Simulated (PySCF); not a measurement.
NMR data simulated for an unnamed compound:

$^{1}$H NMR (600 MHz, computed): δ 5.55 (q, 1H), 4.91 (s, 3H), 2.14 (d, 3H).

$^{13}$C{$^{1}$H} NMR (computed): δ 136.1 (C), 126.6 (CH), 118.8 (C), 17.1 (CH3).

- GFN2-xTB geometry
- shieldings: GIAO PBE0/pcSseg-1
- run in PySCF 2.14
- equivalent nuclei averaged, single conformer, non-relativistic Hamiltonian, no solvent

Scale: $^{1}$H (31.72 ppm) and $^{13}$C (186.93 ppm) against TMS (reference shieldings calculated alike).

Q: Which of these does the molecule contain: a non-aromatic C=C double bond, a Si–H bond, a three-membered ring, a nitrile, a vinyl group CH=CH2, an OH group?

A: 
- A non-aromatic C=C double bond: yes.
- A Si–H bond: yes (δH 4.91 (s)).
- A three-membered ring: no.
- A nitrile: yes (δC 118.8).
- A vinyl group CH=CH2: no.
- An OH group: no.

The data belong to `C/C=C(\C#N)O[SiH3]`, C$_{4}$H$_{7}$NOSi; they needn't prove each group on their own.

Carbon signals by region: 3 in the sp2 and nitrile region (100–160 ppm), 1 below 50 ppm.

Shifts are as computed. Against solution values, carbons near 30 ppm lie about +3 ppm off and those near 130 ppm about +5 ppm. Of 1211 compounds with measured shifts, 218 miss one by over three times the rms of a fit or turn the order of signals round; such compounds aren't used in these exercises. No couplings were computed; multiplicities are counted from neighbouring protons, with m where these are inequivalent, close in shift, in a saturated or five-membered ring or joined by F or P, and br s for small geminal =CH2 splittings.
